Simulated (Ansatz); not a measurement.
Mulliken charges of BH$_{4}$NSn (`[BH]1[NH][SnH2]1`) from r2SCAN/def2-TZVPP in Ansatz (PBE0-D4/def2-TZVP geometry).

```json
{"atom": "B1", "x (Å)": "-1.001", "y (Å)": "-0.723", "z (Å)": "-0.315", "charge (e)": "-0.094"}
{"atom": "N2", "x (Å)": "-0.250", "y (Å)": "0.182", "z (Å)": "-0.939", "charge (e)": "-0.280"}
{"atom": "Sn3", "x (Å)": "0.613", "y (Å)": "0.035", "z (Å)": "1.050", "charge (e)": "0.478"}
{"atom": "H4", "x (Å)": "-1.925", "y (Å)": "-1.465", "z (Å)": "-0.396", "charge (e)": "0.006"}
{"atom": "H5", "x (Å)": "-0.235", "y (Å)": "0.598", "z (Å)": "-1.858", "charge (e)": "0.157"}
{"atom": "H6", "x (Å)": "0.593", "y (Å)": "1.647", "z (Å)": "1.642", "charge (e)": "-0.133"}
{"atom": "H7", "x (Å)": "2.265", "y (Å)": "-0.343", "z (Å)": "0.770", "charge (e)": "-0.133"}
```

Task: By hand: the dipole of these point charges (1 e Å = 4.8032 D).

Result: Σ q r = (0.029, -0.055, 0.180) e Å, of length 0.190 e Å = 0.91 D.

Task: How does the dipole of the full density compare? (Estimate.)

Result: Computed: (-0.062, 0.011, -0.144) e Å, 0.75 D; the point charges give 1.21 times that, at 161° from its direction, so they point the opposite way.

Point charges leave out the atoms' own dipoles, such as those of lone pairs, and Mulliken's split depends on the basis, so the two needn't agree.
